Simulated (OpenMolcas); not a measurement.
**Au2+: moving or changing the point charges**

Au2+ among 6 point charges of -1.7 e arranged as a tetragonal octahedron (D4h), 2.17 Å from the ion, with the axial distance 2.040 Å.

```json
{"Program": "OpenMolcas", "Method": "CASSCF", "Basis": "ANO-RCC-VDZP [7s6p4d2f]", "Scalar Hamiltonian": "DKH2, point nucleus", "Active space": "9 electrons in 5 orbitals (5d)", "State averaging": "2S+1 = 2 even, 5 roots", "Spin-orbit coupling": "state interaction with AMFI integrals over the reference wave functions"}
```

Runs around this geometry, states (labels of D4, the rotations of D4h). Energies in cm-1 above the lowest state or level, χT in cm3 K/mol.

```
R (Å)  q (e)  Axial / equatorial distance  Ground state  First state of that spin  First gap with spin-orbit (degeneracies)  χT at 300 K
 2.17  -0.85                         0.94           2A1                  2B1 1537                               1251 (2, 2)        1.007
 2.05   -1.7                         0.94           2A1                  2B1 3355                               3011 (2, 2)        0.863
 2.17   -1.7                         0.94           2A1                  2B1 2887                               2527 (2, 2)        0.907
  2.4   -1.7                         0.94           2A1                  2B1 2195                               1839 (2, 2)        0.970
 2.17   -1.7                         1.02           2B1                 2A1 888.4                              780.1 (2, 2)        0.972
```

Taking the first state of the same spin as R^-n, n = -ln(2195 / 3355) / ln(2.4 / 2.05) = 2.7 between the shortest and longest distance.

Scaling the charges by -0.85 / -1.7 = 0.50 scales the first state of the same spin by 1537 / 2887 = 0.53; with fixed orbitals a first-order splitting would follow the charge.

The ground state changes within this set.

This is an electrostatic model: the charges have no orbitals. No measured value stands beside these numbers.
